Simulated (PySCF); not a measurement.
Computed Raman spectrum (relative Raman activity) of a molecule C₂H₈FNSi. Geometry optimised at PBE0-D3(BJ)/def2-SVP. Other conformers were not sampled. Level of theory: PBE0-D3(BJ)/def2-SVP (PySCF 2.14.0). Frequencies are harmonic and unscaled.

Lines under 2 % of the strongest are left out, and lines within 2 cm⁻¹ are merged.

```
ν (cm⁻¹)  relative intensity
--------  ------------------
594                      4.7
695                      4.4
738                      9.0
838                      2.5
852                      3.7
920                      6.2
953                      7.8
1052                     2.3
1156                     2.8
1213                     5.4
1333                     3.6
1346                     4.9
1458                     8.0
1478                     8.3
1633                     4.8
2242                      88
2263                      57
2940                      84
3041                      88
3126                      50
3151                      32
3523                     100
3615                      47
```

**Question.** Which molecule gave these data?
A. CN(C)[SiH2]F
B. C[C@@H](N)[SiH2]F
C. C[Si](C)(N)F
D. C[C@H](F)[SiH2]N

**Answer.** B, C[C@@H](N)[SiH2]F
